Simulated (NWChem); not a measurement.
System: C2H8InN; SMILES C[N](C)[InH2]

Here is an NWChem input.

```
start job
memory heap 200 mb stack 900 mb global 1100 mb
geometry units angstroms
  In     0.039063    -0.561266    -0.403569
  H     -1.107777    -0.703182    -1.678927
  H      1.434820    -1.555671    -0.248217
  N      0.015648     1.167593     0.667984
  C      0.852025     1.309927     1.833159
  C     -1.169387     1.987671     0.695718
  H      1.289639     2.315866     1.871506
  H      0.298672     1.144942     2.771085
  H      1.668633     0.581388     1.772324
  H     -1.764351     1.836637     1.610230
  H     -0.902402     3.050819     0.638052
  H     -1.789606     1.740875    -0.173615
end
basis spherical
  * library def2-svp
end
ecp
  In library def2-ecp
end
dft
  xc pbe0
  iterations 150
end
driver
  maxiter 120
end
task dft optimize
```

NWChem printed, in part:

```
             Northwest Computational Chemistry Package (NWChem) 7.3.0
             --------------------------------------------------------

 CS  symmetry detected

                             Geometry "geometry" -> ""
                             -------------------------

 Output coordinates in angstroms (scale by  1.889725989 to convert to a.u.)

  No.       Tag          Charge          X              Y              Z
 ---- ---------------- ---------- -------------- -------------- --------------
    1 In                  49.0000    -0.00726844     0.83841844     0.00000000
    2 H                    1.0000     0.12937084     1.63417550    -1.51974242
    3 H                    1.0000     0.12937084     1.63417550     1.51974242
    4 N                    7.0000     0.18456041    -1.18665668     0.00000000
    5 C                    6.0000    -0.04868115    -1.93719393     1.20822343
    6 C                    6.0000    -0.04868115    -1.93719393    -1.20822343
    7 H                    1.0000     0.69175452    -2.74108666     1.31021071
    8 H                    1.0000    -1.05062042    -2.39394803     1.23309470
    9 H                    1.0000     0.05369726    -1.26393058     2.06703324
   10 H                    1.0000    -1.05062042    -2.39394803    -1.23309470
   11 H                    1.0000     0.69175452    -2.74108666    -1.31021071
   12 H                    1.0000     0.05369726    -1.26393058    -2.06703324

 Effective nuclear repulsion energy (a.u.)     351.1134487783

      Symmetry information
      --------------------

 Group name             Cs
 Group number              2
 Group order               2
 No. of unique centers     7

                                Z-matrix (autoz)
                                --------

 Units are Angstrom for bonds and degrees for angles

      Type          Name      I     J     K     L     M      Value
      ----------- --------  ----- ----- ----- ----- ----- ----------
    1 Stretch                  1     2                       1.72091
    2 Stretch                  1     3                       1.72091
    3 Stretch                  1     4                       2.03414
    4 Stretch                  4     5                       1.44136
    5 Stretch                  4     6                       1.44136
    6 Stretch                  5     7                       1.09767
    7 Stretch                  5     8                       1.10142
    8 Stretch                  5     9                       1.09605
    9 Stretch                  6    10                       1.10142
   10 Stretch                  6    11                       1.09767
   11 Stretch                  6    12                       1.09605
   12 Bend                     1     4     5               120.20759
   13 Bend                     1     4     6               120.20759
   14 Bend                     2     1     3               124.03871
   15 Bend                     2     1     4               116.92716
   16 Bend                     3     1     4               116.92716
   17 Bend                     4     5     7               110.49214
   18 Bend                     4     5     8               112.46211
   19 Bend                     4     5     9               108.77441
   20 Bend                     4     6    10               112.46211
   21 Bend                     4     6    11               110.49214
   22 Bend                     4     6    12               108.77441
   23 Bend                     5     4     6               113.91236
   24 Bend                     7     5     8               107.92786
   25 Bend                     7     5     9               108.30371
   26 Bend                     8     5     9               108.78453
   27 Bend                    10     6    11               107.92786
   28 Bend                    10     6    12               108.78453
   29 Bend                    11     6    12               108.30371
   30 Torsion                  1     4     5     7        -139.60991
   31 Torsion                  1     4     5     8          99.71922
   32 Torsion                  1     4     5     9         -20.84924
   33 Torsion                  1     4     6    10         -99.71922
   34 Torsion                  1     4     6    11         139.60991
   35 Torsion                  1     4     6    12          20.84924
   36 Torsion                  2     1     4     5        -173.82957
   37 Torsion                  2     1     4     6         -21.98465
   38 Torsion                  3     1     4     5          21.98465
   39 Torsion                  3     1     4     6         173.82957
   40 Torsion                  5     4     6    10          53.78878
   41 Torsion                  5     4     6    11         -66.88209
   42 Torsion                  5     4     6    12         174.35723
   43 Torsion                  6     4     5     7          66.88209
   44 Torsion                  6     4     5     8         -53.78878
   45 Torsion                  6     4     5     9        -174.35723

                           NWChem Geometry Optimization
                           ----------------------------

 maximum gradient threshold         (gmax) =   0.000450
 rms gradient threshold             (grms) =   0.000300
 maximum cartesian step threshold   (xmax) =   0.001800
 rms cartesian step threshold       (xrms) =   0.001200
 fixed trust radius                (trust) =   0.300000
 source of zmatrix                         =   autoz

          -------------------
          Energy Minimization
          -------------------

 Using diagonal initial Hessian
 Scaling for Hessian diagonals: bonds = 1.00  angles = 0.25  torsions = 0.10

          --------
          Step   0

                                 NWChem DFT Module
                                 -----------------

 Summary of "ao basis" -> "ao basis" (spherical)
 ------------------------------------------------------------------------------
       Tag                 Description            Shells   Functions and Types
 ---------------- ------------------------------  ------  ---------------------
 In                         def2-svp                10       26   4s4p2d
 H                          def2-svp                 3        5   2s1p
 N                          def2-svp                 6       14   3s2p1d
 C                          def2-svp                 6       14   3s2p1d

      Symmetry analysis of basis
      --------------------------

        a'         62
        a"         46

            General Information
            -------------------
          SCF calculation type: DFT
          Wavefunction type:  closed shell.
          No. of atoms     :    12
          No. of electrons :    48
           Alpha electrons :    24
            Beta electrons :    24
          Charge           :     0
          Spin multiplicity:     1
          Use of symmetry is: on ; symmetry adaption is: on
          Maximum number of iterations: 150
          AO basis - number of functions:   108
                     number of shells:    52
          Convergence on energy requested:  1.00D-06
          Convergence on density requested:  1.00D-05
          Convergence on gradient requested:  5.00D-04

              XC Information
              --------------
                         PBE0 Method XC Functional
                     Hartree-Fock (Exact) Exchange  0.250
          PerdewBurkeErnzerhof Exchange Functional  0.750
            Perdew 1991 LDA Correlation Functional  1.000 local
           PerdewBurkeErnz. Correlation Functional  1.000 non-local

             Grid Information
             ----------------
          Grid used for XC integration:  medium
          Radial quadrature: Mura-Knowles
          Angular quadrature: Lebedev.
          Tag              B.-S. Rad. Rad. Pts. Rad. Cut. Ang. Pts.
          ---              ---------- --------- --------- ---------
          In                  1.55      123          11.0       590
          H                   0.35       45          12.0       434
          N                   0.65       49           9.0       434
          C                   0.70       49          11.0       434
          Grid pruning is: on
          Number of quadrature shells:   401
          Spatial weights used:  Erf1

      Superposition of Atomic Density Guess
      -------------------------------------

 Sum of atomic energies:        -351.53833661

      Non-variational initial energy
      ------------------------------

 Total energy =    -324.813622
 1-e energy   =    -907.291144
 2-e energy   =     384.199960
 HOMO         =      -0.254902
 LUMO         =      -0.011563

      Symmetry analysis of molecular orbitals - initial
      -------------------------------------------------

  Numbering of irreducible representations:

     1 a'          2 a"

  Orbital symmetries:

     1 a'          2 a'          3 a"          4 a'          5 a"
     6 a'          7 a'          8 a'          9 a"         10 a'
    11 a"         12 a'         13 a'         14 a"         15 a'
    16 a'         17 a'         18 a"         19 a'         20 a"
    21 a"         22 a'         23 a"         24 a'         25 a'
    26 a'         27 a'         28 a"         29 a'         30 a'
    31 a"         32 a'         33 a'         34 a"

[...]

      ----------------------
      Optimization converged
      ----------------------

  Step       Energy      Delta E   Gmax     Grms     Xrms     Xmax
  ---- ---------------- -------- -------- -------- -------- --------
@   13    -325.60360335 -1.0D-07  0.00006  0.00001  0.00027  0.00085
                                     ok       ok       ok       ok

                                Z-matrix (autoz)
                                --------

 Units are Angstrom for bonds and degrees for angles

      Type          Name      I     J     K     L     M      Value     Gradient
      ----------- --------  ----- ----- ----- ----- ----- ---------- ----------
    1 Stretch                  1     2                       1.72121    0.00000
    2 Stretch                  1     3                       1.72121    0.00000
    3 Stretch                  1     4                       2.03814   -0.00006
    4 Stretch                  4     5                       1.43697    0.00000
    5 Stretch                  4     6                       1.43697    0.00000
    6 Stretch                  5     7                       1.11055   -0.00000
    7 Stretch                  5     8                       1.11053   -0.00001
    8 Stretch                  5     9                       1.10118   -0.00001
    9 Stretch                  6    10                       1.11053   -0.00001
   10 Stretch                  6    11                       1.11055   -0.00000
   11 Stretch                  6    12                       1.10118   -0.00001
   12 Bend                     1     4     5               123.41371   -0.00000
   13 Bend                     1     4     6               123.41371   -0.00000
   14 Bend                     2     1     3               131.62772    0.00000
   15 Bend                     2     1     4               114.18614   -0.00000
   16 Bend                     3     1     4               114.18614   -0.00000
   17 Bend                     4     5     7               112.15148   -0.00000
   18 Bend                     4     5     8               112.15739    0.00000
   19 Bend                     4     5     9               111.25974    0.00000
   20 Bend                     4     6    10               112.15739    0.00000
   21 Bend                     4     6    11               112.15148   -0.00000
   22 Bend                     4     6    12               111.25974    0.00000
   23 Bend                     5     4     6               113.17258    0.00000
   24 Bend                     7     5     8               106.33616   -0.00000
   25 Bend                     7     5     9               107.31008   -0.00000
   26 Bend                     8     5     9               107.31097   -0.00000
   27 Bend                    10     6    11               106.33616   -0.00000
   28 Bend                    10     6    12               107.31097   -0.00000
   29 Bend                    11     6    12               107.31008   -0.00000
   30 Torsion                  1     4     5     7        -120.23957   -0.00000
   31 Torsion                  1     4     5     8         120.17728    0.00000
   32 Torsion                  1     4     5     9          -0.03375   -0.00000
   33 Torsion                  1     4     6    10        -120.17728   -0.00000
   34 Torsion                  1     4     6    11         120.23957    0.00000
   35 Torsion                  1     4     6    12           0.03375    0.00000
   36 Torsion                  2     1     4     5        -179.98785    0.00000
   37 Torsion                  2     1     4     6          -0.02059   -0.00000
   38 Torsion                  3     1     4     5           0.02059    0.00000
   39 Torsion                  3     1     4     6         179.98785   -0.00000
   40 Torsion                  5     4     6    10          59.79299   -0.00000
   41 Torsion                  5     4     6    11         -59.79016    0.00000
   42 Torsion                  5     4     6    12        -179.99598    0.00000
   43 Torsion                  6     4     5     7          59.79016   -0.00000
   44 Torsion                  6     4     5     8         -59.79299    0.00000
   45 Torsion                  6     4     5     9         179.99598   -0.00000

                         Geometry "geometry" -> "geometry"
                         ---------------------------------

 Output coordinates in angstroms (scale by  1.889725989 to convert to a.u.)

  No.       Tag          Charge          X              Y              Z
 ---- ---------------- ---------- -------------- -------------- --------------
    1 In                  49.0000     0.13263350     0.90145975     0.00000000
    2 H                    1.0000     0.18599076     1.60462395    -1.57012509
    3 H                    1.0000     0.18599076     1.60462395     1.57012509
    4 N                    7.0000    -0.02124725    -1.13086303     0.00000000
    5 C                    6.0000    -0.08133347    -1.91988988     1.19946206
    6 C                    6.0000    -0.08133347    -1.91988988    -1.19946206
    7 H                    1.0000     0.75467197    -2.64806859     1.26398679
    8 H                    1.0000    -1.01794322    -2.51307674     1.26411090
    9 H                    1.0000    -0.03291215    -1.28498991     2.09788446
   10 H                    1.0000    -1.01794322    -2.51307674    -1.26411090
   11 H                    1.0000     0.75467197    -2.64806859    -1.26398679
   12 H                    1.0000    -0.03291215    -1.28498991    -2.09788446

 Effective nuclear repulsion energy (a.u.)     348.3023831472

      Symmetry information
      --------------------

 Group name             Cs
 Group number              2
 Group order               2
 No. of unique centers     7

                Final and change from initial internal coordinates
                --------------------------------------------------

                                Z-matrix (autoz)
                                --------

 Units are Angstrom for bonds and degrees for angles

[...]
```

Level: PBE0/def2-SVP with def2 effective core potentials on In. No frequency run checked for a minimum. def2 effective core potentials on In; no spin-orbit coupling.
